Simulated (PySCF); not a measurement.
Coordinates in bohr (charge 0 multiplicity 2):
```
Pb    0.0000    0.0000   -0.0165
H     3.1570    0.0000    1.1364
H    -1.5785    2.7340    1.1364
H    -1.5785   -2.7340    1.1364
```

All numbers come from UPBE0 in PySCF with Pb def2-TZVP with ECP60, H def2-TZVP; scalar-relativistic core potentials, no spin–orbit coupling; density-fitted integrals.

This geometry of PbH3 is a stationary point at this level.

(1) What is the point group?

(2) Is it a minimum?

(3) What are the dipole moment and the gap between the highest occupied and lowest empty levels of either spin?

(4) Give the ideal-gas entropy at 298.15 K and 1 bar by parts.

(5) What is the atomisation energy, with and without zero-point energy?

## Answers

(1) C3v.

(2) Yes: all harmonic wavenumbers are real.

(3) 0.53 D and 2.77 eV.

(4) translation 175.6, rotation 62.2, vibration 5.2, spin 5.8; total 248.7 J/(mol K).

(5) 633 kJ/mol without, 590 kJ/mol with.

This need not be the most stable arrangement of these atoms. With an element this heavy the missing spin–orbit coupling can shift these numbers.
